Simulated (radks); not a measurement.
Spherical quantum dot in the effective-mass picture: electrons in a parabolic well V = omega^2 r^2 / 2 with omega = 0.919, all in effective atomic units (hartree* = m*/eps^2 hartree, bohr* = eps/m* bohr), one dielectric constant everywhere. Calculated with a radial shooting solver with Libxc functionals: non-relativistic Kohn-Sham, PBE, spin-polarised, spherical densities. Levels are named by radial order and angular momentum (1s, 1p, 1d, 2s, ...), and open shells are averaged over m. Each electron was tried in the lowest free levels, single moves between levels near the top were tried too, and the lowest total energy was kept; such a search can miss a lower state. The series stops at N = 36: beyond it a trial failed or the search could not be trusted, so later rows were left out. At N = 1 the Hartree and exchange-correlation terms need not cancel, so that row can carry a self-interaction error.

\begin{tabular}{lrrrrr}
N & open shells & 2S & addition energy mu(N+1) - mu(N) (hartree*) & e(HOMO) (hartree*) & rms radius (bohr*) \\ \hline
1 & 1s(up 1, down 0) & 1 & 0.7004 & 1.6573 & 1.281 \\
2 & none & 0 & 1.271 & 2.3402 & 1.365 \\
3 & 1p(up 1, down 0) & 1 & 0.4432 & 3.5754 & 1.541 \\
4 & 1p(up 2, down 0) & 2 & 0.4490 & 4.0247 & 1.644 \\
5 & 1p(up 3, down 0) & 3 & 0.5710 & 4.4719 & 1.720 \\
6 & 1p(up 3, down 1) & 2 & 0.4015 & 5.0183 & 1.787 \\
7 & 1p(up 3, down 2) & 1 & 0.4074 & 5.4250 & 1.845 \\
8 & none & 0 & 1.019 & 5.8319 & 1.896 \\
9 & 1d(up 1, down 0) & 1 & 0.3585 & 6.8266 & 1.968 \\
10 & 1d(up 2, down 0) & 2 & 0.3574 & 7.1849 & 2.029 \\
11 & 1d(up 3, down 0) & 3 & 0.3549 & 7.5412 & 2.083 \\
12 & 1d(up 4, down 0) & 4 & 0.3516 & 7.8945 & 2.132 \\
13 & 1d(up 5, down 0) & 5 & 0.4482 & 8.2443 & 2.177 \\
14 & 1d(up 5, down 1) & 4 & 0.3301 & 8.6829 & 2.220 \\
15 & 1d(up 5, down 2) & 3 & 0.3298 & 9.0131 & 2.260 \\
16 & 1d(up 5, down 3) & 2 & 0.3282 & 9.3423 & 2.298 \\
17 & 1d(up 5, down 4) & 1 & 0.3260 & 9.6695 & 2.334 \\
18 & none & 0 & 0.4148 & 9.9942 & 2.368 \\
19 & 2s(up 1, down 0) & 1 & 0.3759 & 10.410 & 2.402 \\
20 & none & 0 & 0.6844 & 10.781 & 2.435 \\
21 & 1f(up 1, down 0) & 1 & 0.2961 & 11.455 & 2.472 \\
22 & 1f(up 2, down 0) & 2 & 0.2946 & 11.751 & 2.507 \\
23 & 1f(up 3, down 0) & 3 & 0.2929 & 12.045 & 2.541 \\
24 & 1f(up 4, down 0) & 4 & 0.2910 & 12.337 & 2.573 \\
25 & 1f(up 5, down 0) & 5 & 0.2892 & 12.627 & 2.604 \\
26 & 1f(up 6, down 0) & 6 & 0.2872 & 12.915 & 2.634 \\
27 & 1f(up 7, down 0) & 7 & 0.3613 & 13.201 & 2.663 \\
28 & 1f(up 7, down 1) & 6 & 0.2776 & 13.558 & 2.691 \\
29 & 1f(up 7, down 2) & 5 & 0.2765 & 13.835 & 2.718 \\
30 & 1f(up 7, down 3) & 4 & 0.2753 & 14.111 & 2.745 \\
31 & 1f(up 7, down 4) & 3 & 0.2739 & 14.386 & 2.770 \\
32 & 1f(up 7, down 5) & 2 & 0.2725 & 14.659 & 2.795 \\
33 & 1f(up 7, down 6) & 1 & 0.2710 & 14.931 & 2.820 \\
34 & none & 0 & 0.4010 & 15.201 & 2.843 \\
35 & 2p(up 1, down 0) & 1 & 0.2701 & 15.602 & 2.867 \\
36 & 2p(up 2, down 0) & 2 & - & 15.872 & 2.891 \\
\end{tabular}

All shells are closed at N = 2, 8, 18, 20, 34 (there: 1s2 1p6 1d10 2s2 1f14); the second difference of the energy has clear peaks (12 % above both neighbours; the first and last values, which can be the largest, are not judged, and half-filled shells can peak too) at N = 2, 5, 8, 13, 20, 27, 34.
